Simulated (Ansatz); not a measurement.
Species: C$_{3}$H$_{6}$S, charge 0, multiplicity 1. 
Geometry from a B3LYP-D3(BJ)/def2-TZVP (Ansatz, a quantum-chemistry and plane-wave program) optimisation:
```
C
H 1 1.0897
H 1 1.0913 2 108.40
C 1 1.5398 2 110.51 3 127.23
H 4 1.0876 1 116.43 2 -20.36
H 4 1.0895 5 109.53 1 130.61
C 1 1.5398 2 110.51 3 -127.23
H 7 1.0876 1 116.43 2 20.36
H 7 1.0895 8 109.53 1 -130.61
S 4 1.8489 5 114.13 6 125.09
```
Charge 0, spin multiplicity 1.

Quantity: atomisation energy (electronic, to ground-state atoms), in eV. Cores are frozen in the correlated levels unless marked. UHF or UKS for open shells. No spin-orbit coupling. No relativistic terms. The coupled-cluster limit lacks core correlation, which all-electron functionals hold. CBS marks a two-point X^-3 extrapolation of the correlation energy; Hartree-Fock from the larger set. The bracket is a focal-point correction in the basis named.

```csv
level,program,atomisation energy (eV)
HF/6-31G*,Ansatz,29.20
HSE06-D3(BJ)/def2-TZVPD,Ansatz + dftd3,40.24
SCS-MP2/6-31G*,Ansatz,36.43
```

What does RI-MP2/CBS(aug-cc-pV(T+d)Z,aug-cc-pV(Q+d)Z)+[CCSD(T)-MP2]/aug-cc-pV(T+d)Z (Ansatz) give?

39.84 eV, so SCS-MP2/6-31G* differs from it by -3.41 eV.
